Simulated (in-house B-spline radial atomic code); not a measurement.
A radial electron density 4πr²n(r) was computed for an atom or ion in its tabulated ground configuration with a B-spline radial code for spherical atoms; method: Dirac-Kohn-Sham OLYP, spherical fractional occupations. Columns: r (bohr), 4πr²n(r) (electrons per bohr), bar.

```
 0.00185      1.5 #
 0.00226    2.143 ##
 0.00276     3.04 ###
 0.00337    4.277 ####
 0.00412    5.971 #####
 0.00504    8.246 #######
 0.00615    11.18 #########
 0.00752    14.93 ############
 0.00919    19.51 ################
  0.0112    24.75 ####################
  0.0137    30.55 #########################
  0.0168    36.35 ##############################
  0.0205    41.16 ##################################
   0.025    44.26 ####################################
  0.0306    44.95 #####################################
  0.0374    43.14 ####################################
  0.0457    39.91 #################################
  0.0558    37.37 ###############################
  0.0682    37.87 ###############################
  0.0833    42.39 ###################################
   0.102    49.13 ########################################
   0.124    53.38 ############################################
   0.152    51.23 ##########################################
   0.186    42.58 ###################################
   0.227     33.3 ###########################
   0.277    29.88 #########################
   0.339    33.28 ###########################
   0.414    37.13 ###############################
   0.506    34.67 #############################
   0.618    25.58 #####################
   0.755    15.22 #############
   0.923    8.558 #######
    1.13    6.234 #####
    1.38    5.808 #####
    1.68    5.086 ####
    2.06    3.581 ###
    2.51    2.002 ##
    3.07    0.871 #
    3.75   0.3093 
    4.59  0.08765 
     5.6  0.01877 
    6.85 0.002585
```

(1) Which atom or ion is it?
A. Kr
B. Kr+
C. Se
D. Rb

## Answers

(1) A. The area under the curve, ∫4πr²n dr = ∫r·4πr²n d(ln r) on this logarithmic grid, is 36 electrons, which only this option has. The configuration is [Ar] 3d10 4s2 4p6.
